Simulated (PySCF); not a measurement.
# Computed properties of CH₄BeS₂, SMILES C[S][Be][SH]

Be(SH)(SMe) (CH₄BeS₂), SMILES C[S][Be][SH]. The structure is a stationary point at PBE0-D3(BJ)/def2-SVP. Other conformers were not sampled. All values are computed for the isolated molecule unless a solvent is named; none is compared with measurement here.

**Structure.** All 18 harmonic modes at PBE0-D3(BJ)/def2-SVP (PySCF) are real, so it is a minimum. With heavy atoms numbered as in [Be:1]([SH:2])[S:4][CH3:5], the shortest bond between them is S4–C5 at 1.834 Å and the longest Be1–S2 at 1.905 Å.

**Vibrations.** The strongest infrared lines (harmonic, unscaled, degenerate partners summed) lie at 1057 cm⁻¹ (265 km/mol, Be 86 %, S 13 %), 205 cm⁻¹ (22 km/mol, Be 74 %, H 15 %, S 11 %), 184 cm⁻¹ (19 km/mol, H 91 %). The softest mode is at 45 cm⁻¹ and the zero-point energy is 31.4 kcal/mol.

**Electronic structure.** ωB97X/def2-TZVPD (PySCF) places the frontier levels at -9.53 and 1.00 eV, a gap of 10.53 eV, and gives a dipole moment of 1.69 D and a mean polarisability of 71.6 bohr³.

**Excitations.** TDA-M06-2X/def2-SVPD (PySCF) has S1 at 4.93 eV (251 nm, f = 0.000, dark); the most intense of the 10 singlets computed lies at 6.39 eV (f = 0.26). T1 (TDA) is at 4.69 eV, 0.24 eV under S1. No vertical singlet excitation falls in the visible range (under 3.1 eV).

**NMR.** GIAO shifts at B3LYP/pcSseg-1 (PySCF) (non-relativistic, atoms alike by connectivity averaged): ¹³C at 12.4 ppm against TMS; ¹H from 0.9 to 2.4 ppm against TMS.
